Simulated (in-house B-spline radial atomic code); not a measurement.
Results of a calculation; reference values are marked as such.
## Xe ion on C atom: potential, deflection and energy transfer

The pair potential comes from two frozen, spherical free-atom densities (PBE, B-spline radial code, scalar-relativistic past argon): electrostatics plus the change in Thomas-Fermi kinetic and Dirac exchange energy where they overlap, the recipe behind the universal ZBL potential, which averages such potentials (from solid-state densities) over many pairs. It is written V = (Z1 Z2 e²/r) φ(r/a), with e² = 14.3996 eV·Å and a = 0.46850 Å/(Z1^0.23 + Z2^0.23); ZBL's fit is φ = 0.18175 e^(−3.1998x) + 0.50986 e^(−0.94229x) + 0.28022 e^(−0.4029x) + 0.02817 e^(−0.20162x). Where φ falls below 4e-4 it is continued as an exponential.

Masses 131.29 and 12.01 u.

| x = r/a | φ, this pair | φ, ZBL |
| --- | --- | --- |
| 0.1 | 0.8815 | 0.8928 |
| 0.25 | 0.7555 | 0.7647 |
| 0.5 | 0.6052 | 0.6096 |
| 1 | 0.4156 | 0.4164 |
| 1.5 | 0.3016 | 0.2995 |
| 2 | 0.2273 | 0.2218 |
| 3 | 0.1375 | 0.1292 |
| 4 | 0.08824 | 0.08026 |
| 5 | 0.05812 | 0.05224 |
| 6.5 | 0.03298 | 0.02914 |
| 8 | 0.01967 | 0.01705 |
| 10 | 0.01001 | 0.008778 |
| 12 | 0.005222 | 0.00474 |
| 14.5 | 0.002494 | 0.002328 |
| 17 | 0.001257 | 0.001212 |
| 20 | 0.0005425 | 0.0005882 |

(1) At x = 1 the electrostatic, kinetic and exchange parts are 12176.47, 4611.92 and -179.14 eV. Find r, V and φ.

(2) The ion comes in at 476.8 keV with impact parameter 0.0584 Å. The scattering integral gives a centre-of-mass angle of 62.71° and a closest approach of 0.7951 a. What are the reduced energy, the energy passed on and the laboratory angles?

Results:

(1) a = 0.46850/(2.5029 + 1.5100) = 0.11675 Å, so r = 0.11675 Å. V = 12176.47 + 4611.92 + (-179.14) = 16609.25 eV. The bare repulsion is 54 × 6 × 14.3996/0.11675 = 39962 eV, so φ = 0.4156, -0.2 % against ZBL's 0.4164. The kinetic (Pauli) term is 28 % of V here.

(2) ε = E a M2/(Z1 Z2 e² (M1 + M2)) = 476800 × 2.0972e-06 = 1. The most that one collision can pass on is γE with γ = 4 M1 M2/(M1 + M2)² = 0.3071. Here T = γE sin²(θ/2) = 0.3071 × 476800 × 0.2708 = 39650 eV. The ion turns by arctan(sin θ/(cos θ + M1/M2)) = 4.5°, and the struck atom leaves at (180° − θ)/2 = 58.6°. The closest approach is 0.093 Å. With ZBL the angle would be 63.04° and T = 40020 eV.
